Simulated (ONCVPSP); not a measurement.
**sulfur: one change to an ONCV potential, before and after**

ONCVPSP 4.0.1 input, shortened (lines: element, Z, core and valence counts, functional; n l f; lmax; l rc ep ncon nbas qcut; lloc lpopt rc5 dvloc0; l nproj debl; icmod fcfact rcfact), LDA (Perdew-Zunger), scalar-relativistic:

```
  S 16.00    3    2        3      upf
    1    0    2.00
    2    0    2.00
    2    1    6.00
    3    0    2.00
    3    1    3.00
    2
    0    1.35    0.00    3    8    5.70
    1    1.60    0.00    5    9    4.60
    2    1.55    0.36    5    9    7.00
    0    5    1.35    0.00
    0    0    0.70
    1    1    1.30
    2    1    0.90
    0    0.00    0.00
```

Change: p: rc 2.06.

Cutoffs: the cutoffs (Ha) at which the residual kinetic energy of the hardest occupied pseudo-wave falls to 1 and 0.1 mHa per electron; they do not see the model core or the augmentation charge, which bear on the density cutoff. Errors are all-electron minus pseudo energies relative to the spin-unpolarised reference configuration.

Task: How do hardness, ghosts and transferability respond?

Result: The potential gets softer (13 Ha and 35 Ha → 13 Ha and 17 Ha); of the 4 tests that both files solve, the error grows in 0 and shrinks in 1 by more than 15 % and 0.3 meV (median size 8.9 → 8.0 meV); neither file shows a bound ghost. A larger radius leaves more room for a smooth pseudo-wave, so fewer plane waves are needed.

```csv
quantity,base,changed
"cutoff, loose",13 Ha,13 Ha
"cutoff, tight",35 Ha,17 Ha
loose cutoff by channel,"s 13 Ha, p 6.7 Ha","s 13 Ha, p 6.2 Ha"
bound ghosts,none,none
GHOST(+) flags under 300 eV,none,none
"error for 3s2 3p4, meV [ΔE -11.86 eV]",+5.7,+5.5
"error for 3s2 3p2, meV [ΔE 22.37 eV]",+12,+11
"error for 3s2 3p1, meV [ΔE 56.53 eV]",+81,+68
"error for 3s1 3p5, meV [ΔE -1.62 eV]",+4.2,+4.2
s: phases at 1.37 bohr within 0.05 rad from the reference energy up to (Ha; the scan ends near 5),3.9,3.9
d: phases at 1.57 bohr within 0.05 rad from the reference energy up to (Ha; the scan ends near 5),3.2,3.2
```
